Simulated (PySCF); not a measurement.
**Dipole moment and polarisability of ZnMePh**

Compound: ZnMePh, C7H8Zn (singlet state).
Geometry (PBE0-D3(BJ)/def2-SVP, Å), atoms numbered from 1 in this order:
```
atom  x, y, z in Å
Zn1    0.0013   -0.0440    1.9198
C2    -0.0050   -0.0707    3.8620
H3     0.9755   -0.3758    4.2624
H4    -0.7563   -0.7763    4.2521
H5    -0.2372    0.9247    4.2744
C6     0.0010   -0.0050   -0.0224
C7    -1.1955   -0.0783   -0.7570
C8    -1.2029   -0.0509   -2.1519
C9    -0.0027    0.0514   -2.8533
C10    1.1995    0.1257   -2.1516
C11    1.1955    0.0973   -0.7567
H12   -2.1570   -0.1587   -0.2386
H13   -2.1504   -0.1092   -2.6947
H14   -0.0041    0.0731   -3.9462
H15    2.1455    0.2056   -2.6940
H16    2.1583    0.1573   -0.2378
```

Level: PBE0/def2-SVPD (PySCF), static field, nuclei fixed, core orbitals frozen in the response. The polarisability tensor in these axes (au):

```
x   102.88   2.62   0.02
y     2.62  67.42  -1.53
z     0.02  -1.53 148.91
```

Q: Diagonalise the tensor; give its mean and Δα, where Δα² is half the sum of the squared differences of the eigenvalues.

A: Principal values 67.20, 103.08 and 148.94 au; mean 106.41 au = 15.77 Å³ = 17.54 × 10⁻⁴⁰ C²·m²/J; Δα = 70.97 au (67 % of the mean).

Q: What is the dipole moment?

A: 0.15 D at this geometry.

Q: Sum over states: ᾱ = Σ f/ω², ω in Eh. What share falls to these 15 lowest TDDFT singlets (eV, f)? 5.27, 0.0017; 5.35, 0.0009; 5.75, 0.1855; 5.83, 0.0000; 5.87, 0.0155; 6.03, 0.0000; 6.14, 0.0056; 6.23, 0.0034; 6.30, 0.0001; 6.44, 0.1247; 6.46, 0.0705; 6.57, 0.6274; 6.62, 0.0104; 7.13, 0.0486; 7.18, 0.2183.

A: They add up to 23.00 au, 21.6 % of the 106.41 au; the largest single term is 10.76 au, from the state at 6.57 eV. Terms in order: 0.04, 0.02, 4.16, 0.00, 0.33, 0.00, 0.11, 0.06, 0.00, 2.23, 1.25, 10.76, 0.18, 0.71, 3.14 au. Higher excitations give the rest. The strengths listed sum to 1.313.

Q: Give the eigenvalues of the traceless quadrupole moment Θ = ½Σq(3rr − r²1), origin at the centre of nuclear charge.

A: -4.66, -1.63, 6.29 D·Å. The values depend on the origin, since the dipole doesn't vanish. The electronic extent ⟨r²⟩ about the same centre is 1697 bohr², a root-mean-square distance of 2.44 Å for the 80 electrons.

Q: Find the Langevin capture rate constant for O2+ (31.990 u) meeting this molecule (155.992 u), k = 2.342 × 10⁻⁹ cm³/s × √(α in Å³ / reduced mass in u).

A: The reduced mass is 26.55 u, so k = 1.80 × 10⁻⁹ cm³/s.

Q: In a dilute gas of rigid molecules at 250 K, how does the orientational term μ²/3kT compare with the electronic polarisability?

A: In Gaussian units μ²/3kT = 0.22 Å³ against 15.77 Å³, a ratio of 0.01; the Debye molar polarisation (4π/3)N_A(α + μ²/3kT) is 40.3 cm³/mol, leaving out the vibrational part.

Isolated species at its PBE0-D3(BJ)/def2-SVP geometry, gas phase.
